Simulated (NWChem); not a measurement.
Species: C₄H₃NO; SMILES C#C/C=N/C=O

```xyz
9

C     -0.2913     3.0318    -0.0062
C     -0.0395     1.8473     0.0620
C      0.2914     0.4674     0.2050
N     -0.0205    -0.4080    -0.6695
C      0.2683    -1.7447    -0.3885
O      0.0319    -2.2942     0.6543
H     -0.5251     4.0789    -0.0822
H      0.8399     0.1911     1.1256
H      0.6980    -2.2755    -1.2687
```
Atoms are numbered in this order, from 1.

Program: NWChem. Pople sets run with spherical d functions. Coordinates come from a PBE0/def2-SVP optimisation. B3LYP is NWChem's, with the RPA form of VWN correlation. Level: B3LYP/6-31G* with SMD (1 M gas to 1 M solution), gas-phase geometry.

Among these, which solvent gives the highest value of “solvation free energy (kcal/mol)”?
A. benzene
B. ethylene glycol
C. n-hexane
D. toluene

B, ethylene glycol. Values: benzene -4.3; toluene -4.3; n-hexane -3.8; ethylene glycol -1.4
